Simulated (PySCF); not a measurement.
# Computed records: Ge₂H₄NO, ClGeH₂NSi, GeH₃NOSi, GeH₄N₂Si and others

Computed with PySCF 2.14.0. Calculation on a computer-drawn molecule: optimised geometry and harmonic frequencies of an isolated molecule of the commonest isotopes, restricted reference for singlets and unrestricted otherwise, frozen core in MP2; on germanium a core potential holds 10 electrons, which the energies leave out, and 3d is frozen in MP2 and coupled-cluster steps.

(1) Ge₂H₄NO

Start structure:
```xyz
8
Ge2H4NO
N     -0.1944     1.4121    -3.1727
Ge    -0.3106    -0.1944    -2.5300
O      0.7601    -1.1663    -1.5487
Ge     2.1084    -1.5975    -0.5091
H      0.6322     1.8982    -2.8808
H     -1.4736    -1.0433    -2.7250
H      2.4641    -2.9996    -1.3046
H      1.2984    -2.1022     0.7537
```

```
charge                                        : 0
multiplicity                                  : 2
method                                        : HF
basis                                         : cc-pVDZ
basis and core potential on germanium         : cc-pVDZ-PP ECP10MDF
rotational constants                          : 11.04, 1.027, 0.944 GHz
total energy                                  : -718.3395 hartree
spin squared                                  : 0.755
convergence status largest gradient component : 1.76e-06 hartree/bohr
```

Drawn bonds:
```tsv
atom	other atom	order
1	2	2
2	3	1
3	4	1
1	5	1
2	6	1
4	7	1
4	8	1
```

Optimised structure:
```xyz
8
Ge2H4NO
N     -0.1673     1.3458    -2.5948
Ge    -0.3715    -0.3155    -2.6564
O      0.5904    -1.5975    -1.9568
Ge     2.0610    -1.7731    -0.9551
H      0.6359     1.6565    -2.0674
H     -1.5084    -0.9842    -3.3907
H      2.1243    -3.2587    -0.5775
H      1.9203    -0.8663     0.2815
```

Modes:
```tsv
frequency (cm⁻¹)	reduced mass (dalton)
28.5	1.091
80.58	7.588
93.49	3.783
259	6.789
411.5	1.443
459.2	6.92
687.7	1.144
725.6	1.049
760.7	1.171
802.1	1.121
898.5	1.285
929.7	1.573
963.3	4.364
1019	2.135
2162	1.017
2200	1.025
2340	1.021
3742	1.076
```

(2) ClGeH₂NSi

Start structure:
```xyz
6
ClGeH2NSi
N      1.4878     1.6372    -0.4246
Ge     1.6332     0.2047     0.3819
Si    -0.2898    -0.8378     1.5258
Cl     0.4948    -1.2297     3.4511
H      0.6185     2.0088    -0.6480
H      3.1066     0.0084     0.5629
```

```
charge                                        : 0
multiplicity                                  : 1
method                                        : HF
basis                                         : cc-pV(D+d)Z
basis and core potential on germanium         : cc-pVDZ-PP ECP10MDF
rotational constants                          : 9.247, 1.225, 1.082 GHz
total energy                                  : -1097.3749 hartree
convergence status largest gradient component : 3.901e-06 hartree/bohr
```

Drawn bonds:
```tsv
atom	other atom	order
1	2	2
2	3	1
3	4	1
1	5	1
2	6	1
```

Optimised structure:
```xyz
6
ClGeH2NSi
N      1.5178     1.5818    -0.6915
Ge     1.5973     0.4538     0.5692
Si    -0.3556    -0.4068     1.8360
Cl     0.7151    -1.6807     3.1111
H      0.5753     1.8876    -0.8937
H      3.0013    -0.0441     0.9181
```

Modes:
```tsv
frequency (cm⁻¹)	reduced mass (dalton)
33.04	5.119
99.81	8.167
175.3	10.84
322	1.279
358.9	22.69
519.7	27.02
741.1	1.047
837.2	1.063
942.3	3.359
983.1	1.496
2222	1.021
3724	1.076
```

(3) ClGeH₂NSi

Start structure:
```xyz
6
ClGeH2NSi
N      1.5178     1.5818    -0.6915
Ge     1.5973     0.4538     0.5692
Si    -0.3556    -0.4068     1.8360
Cl     0.7151    -1.6807     3.1111
H      0.5753     1.8876    -0.8937
H      3.0013    -0.0441     0.9181
```

```
charge                                        : 0
multiplicity                                  : 1
method                                        : MP2
basis                                         : cc-pV(D+d)Z
basis and core potential on germanium         : cc-pVDZ-PP ECP10MDF
rotational constants                          : 9.302, 1.221, 1.08 GHz
total energy                                  : -1097.8613 hartree
convergence status largest gradient component : 7.373e-06 hartree/bohr
```

Drawn bonds:
```tsv
atom	other atom	order
1	2	2
2	3	1
3	4	1
1	5	1
2	6	1
```

Optimised structure:
```xyz
6
ClGeH2NSi
N      1.5701     1.6148    -0.7366
Ge     1.5492     0.4423     0.5894
Si    -0.3764    -0.4334     1.8692
Cl     0.7495    -1.6851     3.1109
H      0.5858     1.9016    -0.9111
H      2.9731    -0.0486     0.9275
```

Modes:
```tsv
frequency (cm⁻¹)	reduced mass (dalton)
44.11	5.857
85.17	8.04
161.1	11.88
292.3	1.24
342.4	24.72
527.5	27.74
682.6	1.143
758.6	6.443
779.8	1.062
941.2	1.11
2141	1.021
3395	1.074
```

(4) GeH₃NOSi

Start structure:
```xyz
7
GeH3NOSi
N     -0.0846     0.5398     1.1629
Ge     0.9468    -0.6914     0.6749
Si    -0.6545    -2.0266    -0.3895
O      0.3560    -2.9143    -1.3699
H      0.2150     1.3493     1.6592
H      2.6003    -0.6685     1.0119
H      0.0503    -3.5349    -1.9319
```

```
charge                                        : 0
multiplicity                                  : 1
method                                        : HF
basis                                         : cc-pV(D+d)Z
basis and core potential on germanium         : cc-pVDZ-PP ECP10MDF
rotational constants                          : 11.98, 1.884, 1.628 GHz
total energy                                  : -713.3140 hartree
convergence status largest gradient component : 2.993e-06 hartree/bohr
```

Drawn bonds:
```tsv
atom	other atom	order
1	2	2
2	3	1
3	4	1
1	5	1
2	6	1
4	7	1
```

Optimised structure:
```xyz
7
GeH3NOSi
N     -0.0787     0.7361     1.3839
Ge     0.7249    -0.5340     0.5992
Si    -0.7267    -2.0063    -0.7398
O      0.4915    -3.0056    -1.2518
H      0.5214     1.3376     1.9323
H      2.2498    -0.7511     0.7149
H      0.2472    -3.7233    -1.8211
```

Modes:
```tsv
frequency (cm⁻¹)	reduced mass (dalton)
33.21	6.522
105.8	5.065
211.8	10.18
353.2	1.099
382.1	11.77
580.8	1.107
717.3	1.055
793.4	1.125
883.3	13.17
914.2	1.129
954.2	2.393
959.4	1.857
2142	1.021
3722	1.076
4132	1.067
```

(5) GeH₃NOSi

Start structure:
```xyz
7
GeH3NOSi
N     -0.0787     0.7361     1.3839
Ge     0.7249    -0.5340     0.5992
Si    -0.7267    -2.0063    -0.7398
O      0.4915    -3.0056    -1.2518
H      0.5214     1.3376     1.9323
H      2.2498    -0.7511     0.7149
H      0.2472    -3.7233    -1.8211
```

```
charge                                        : 0
multiplicity                                  : 1
method                                        : MP2
basis                                         : cc-pV(D+d)Z
basis and core potential on germanium         : cc-pVDZ-PP ECP10MDF
rotational constants                          : 11.11, 1.895, 1.619 GHz
total energy                                  : -713.8527 hartree
convergence status largest gradient component : 9.022e-06 hartree/bohr
```

Drawn bonds:
```tsv
atom	other atom	order
1	2	2
2	3	1
3	4	1
1	5	1
2	6	1
4	7	1
```

Optimised structure:
```xyz
7
GeH3NOSi
N     -0.1419     0.7472     1.3807
Ge     0.7612    -0.5501     0.5939
Si    -0.7091    -1.9977    -0.7304
O      0.5220    -3.0217    -1.2581
H      0.5149     1.3355     1.9296
H      2.3018    -0.7352     0.7359
H      0.1805    -3.7245    -1.8340
```

Modes:
```tsv
frequency (cm⁻¹)	reduced mass (dalton)
50.61	6.964
85.13	5.263
198.1	9.849
319.5	1.092
365.9	12.84
578.3	1.102
659.7	1.102
748.3	1.118
775.2	8.283
832	14.2
899.3	1.12
912.5	1.132
2054	1.021
3407	1.075
3822	1.067
```

(6) GeH₄N₂Si

Start structure:
```xyz
8
GeH4N2Si
N     -0.2976     1.4290    -1.5486
Ge     1.0280     1.2658    -0.5547
N      1.2133     2.2663     1.0892
Si     3.2064     1.1308    -1.5415
H     -1.1564     1.7687    -1.2217
H      0.4102     2.5794     1.5545
H      1.8511     1.9461     1.7331
H      3.4922    -0.3086    -1.1287
```

```
charge                                        : 0
multiplicity                                  : 1
method                                        : HF
basis                                         : cc-pV(D+d)Z
basis and core potential on germanium         : cc-pVDZ-PP ECP10MDF
rotational constants                          : 6.178, 2.75, 1.925 GHz
total energy                                  : -693.4429 hartree
convergence status largest gradient component : 2.419e-05 hartree/bohr
```

Drawn bonds:
```tsv
atom	other atom	order
1	2	2
2	3	1
2	4	1
1	5	1
3	6	1
3	7	1
4	8	1
```

Optimised structure:
```xyz
8
GeH4N2Si
N     -0.3513     1.5233    -1.5990
Ge     1.0683     1.5789    -0.6863
N      1.2327     2.1955     1.0161
Si     3.1432     0.8887    -1.7738
H     -1.1969     1.7546    -1.0951
H      0.3985     2.3606     1.5508
H      1.9576     1.8183     1.5986
H      3.4950    -0.0424    -0.6297
```

Modes:
```tsv
frequency (cm⁻¹)	reduced mass (dalton)
98.61	4.858
117.7	1.154
160.2	5.036
232.4	3.753
290.5	1.068
345.5	9.535
415.3	1.274
610.2	1.166
717.7	3.162
740.5	1.221
861.1	1.134
919.9	2.125
985.2	2.2
1682	1.108
2145	1.042
3718	1.076
3750	1.05
3856	1.097
```

(7) GeH₂NO₂

Start structure:
```xyz
6
GeH2NO2
N      0.9848     0.5579     0.9810
Ge     0.4631    -0.6777    -0.1332
O      1.2117    -1.9924    -0.8921
O     -1.1451    -0.3422    -0.7149
H      1.8895     0.3805     1.2677
H     -1.4479     0.5390    -0.2009
```

```
charge                                        : -1
multiplicity                                  : 1
method                                        : HF
basis                                         : aug-cc-pVDZ
basis and core potential on germanium         : aug-cc-pVDZ-PP ECP10MDF
rotational constants                          : 7.611, 6.32, 3.453 GHz
total energy                                  : -498.7656 hartree
convergence status largest gradient component : 1.81e-05 hartree/bohr
```

Drawn bonds:
```tsv
atom	other atom	order
1	2	2
2	3	1
2	4	1
1	5	1
4	6	1
```

Optimised structure:
```xyz
6
GeH2NO2
N      0.9641     0.5574     0.9771
Ge     0.5245    -0.6626    -0.1663
O      1.1563    -2.0040    -0.8942
O     -1.1568    -0.3001    -0.6862
H      1.9058     0.3996     1.3030
H     -1.4377     0.4749    -0.2256
```

Modes:
```tsv
frequency (cm⁻¹)	reduced mass (dalton)
272.5	4.838
279	10.7
294.6	9.497
458.3	1.125
548.6	1.114
686.5	10.26
843.8	12.58
964.8	8.484
1009	1.147
1035	1.231
3706	1.074
4166	1.066
```

(8) GeH₂NO₂

Start structure:
```xyz
6
GeH2NO2
N      0.9641     0.5574     0.9771
Ge     0.5245    -0.6626    -0.1663
O      1.1563    -2.0040    -0.8942
O     -1.1568    -0.3001    -0.6862
H      1.9058     0.3996     1.3030
H     -1.4377     0.4749    -0.2256
```

```
charge                                        : -1
multiplicity                                  : 1
method                                        : MP2
basis                                         : aug-cc-pVDZ
basis and core potential on germanium         : aug-cc-pVDZ-PP ECP10MDF
rotational constants                          : 7.358, 5.859, 3.262 GHz
total energy                                  : -499.4776 hartree
convergence status largest gradient component : 3.829e-05 hartree/bohr
```

Drawn bonds:
```tsv
atom	other atom	order
1	2	2
2	3	1
2	4	1
1	5	1
4	6	1
```

Optimised structure:
```xyz
6
GeH2NO2
N      0.9433     0.5994     0.9994
Ge     0.5383    -0.6780    -0.1715
O      1.1805    -2.0639    -0.9286
O     -1.1969    -0.3012    -0.7061
H      1.9107     0.4111     1.3141
H     -1.4196     0.4978    -0.1995
```

Modes:
```tsv
frequency (cm⁻¹)	reduced mass (dalton)
229.9	14.86
239.1	5.176
252.1	9.47
401.7	1.09
508.4	1.11
613.4	12.05
755.3	13.22
884.2	11.51
936.3	1.109
965.9	1.182
3421	1.073
3777	1.065
```
